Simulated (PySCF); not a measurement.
Tl (thallium, neutral) across methods

[Xe] 4f14 5d10 6s2 6p1, 2P determinant. Computed with PySCF 2.14 in aug-cc-pVTZ-PP with one added diffuse shell each of d, f type with ECP60MDF (6s5p5d3f, 67 functions), with scalar relativity through the core potential.

```
   method  E (hartree)  mean ε 6s α (eV)  mean ε 6s β (eV)  mean ε 6p α (eV)  Σ⟨r²⟩ (bohr²)   ⟨S²⟩
      UHF   -171.51519           -12.886           -11.514            -5.234          63.61  0.759
      LDA    -172.2571            -9.954            -9.576            -2.754          62.85  0.751
CAM-B3LYP    -172.4636           -12.021           -11.334            -4.418          62.56  0.752
   r2SCAN    -172.5784            -9.917            -9.357            -2.898          62.27  0.754
    B3LYP    -172.5667           -10.495            -9.995            -3.244          63.07  0.751
    B97-3    -172.5324           -10.595            -9.991            -3.287          62.84  0.751
     PBE0    -172.4985           -10.676           -10.016            -3.427          62.73  0.752
      PBE    -172.5348            -9.651            -9.214            -2.686          63.29  0.751
BHandHLYP    -172.3787           -11.552           -10.792            -4.005          62.80  0.752
```

Energies and moments cover only the electrons outside the core potential. Spin-orbit coupling, absent here, splits the open shell strongly.
